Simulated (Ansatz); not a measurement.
Species: C$_{4}$H$_{8}$OSi, charge 0, multiplicity 1. 
Coordinates optimised at B3LYP-D3(BJ)/def2-TZVP (Ansatz, a first-principles code):
SMILES: C=C(C)C(=O)[SiH3]
```xyz
14

C     -2.1211     0.9251     0.3347
C     -1.1296     0.0477     0.1814
C     -1.3214    -1.4405     0.2425
C      0.2593     0.5711    -0.0635
O      0.4929     1.7625    -0.1450
Si     1.7624    -0.6414    -0.2607
H     -1.9205     1.9871     0.2806
H     -3.1400     0.6067     0.5153
H     -0.7215    -1.8879     1.0393
H     -2.3648    -1.6923     0.4272
H     -1.0200    -1.9200    -0.6925
H      1.9202    -1.4692     0.9597
H      1.5434    -1.5519    -1.4106
H      2.9636     0.1859    -0.4805
```

Total electronic energies in hartree. Valence correlation only, unless marked. No spin-orbit coupling. Non-relativistic. CBS(X,Y): correlation extrapolated as X^-3; Hartree-Fock from the larger set. [CCSD(T)-MP2]/basis is that difference in the basis named.

The Hartree-Fock reference is unstable (checked in the largest basis), which strains HF and MP2. 

| level | program | energy (Eh) |
|---|---|---|
| HF/cc-pV(T+d)Z | Ansatz | -519.98179 |
| RI-HF/aug-cc-pV(Q+d)Z | Ansatz | -520.00156 |
| PBE-D4/def2-TZVPD | Ansatz + dftd4 | -521.57810 |
| BLYP-D4/def2-TZVPD | Ansatz + dftd4 | … |
| revPBE-D4/def2-TZVPD | Ansatz + dftd4 | -521.91846 |
| PBE0/STO-3G | Ansatz | -515.25559 |
| wB97X/def2-TZVPD | Ansatz | -521.94447 |
| PBE-QIDH/def2-TZVPD | Ansatz | -521.48300 |
| MP2/aug-cc-pV(T+d)Z | Ansatz | -521.01187 |
| RI-MP2/CBS(aug-cc-pV(T+d)Z,aug-cc-pV(Q+d)Z) | Ansatz | -521.1301 |
| CCSD/aug-cc-pV(D+d)Z | Ansatz | -520.83752 |
| CCSD/cc-pwCVTZ | Ansatz | -521.05470 |
| CCSD(T)/cc-pwCVTZ | Ansatz | -521.10400 |
| RI-MP2/CBS(cc-pV(T+d)Z,cc-pV(Q+d)Z)+[CCSD(T)-MP2]/cc-pV(Q+d)Z | Ansatz | -521.2176 |
| CCSD(T)/CBS(cc-pV(T+d)Z,cc-pV(Q+d)Z) | Ansatz | -521.2127 |

What belongs in the gaps?


- BLYP-D4/def2-TZVPD, energy (Eh): -521.94711
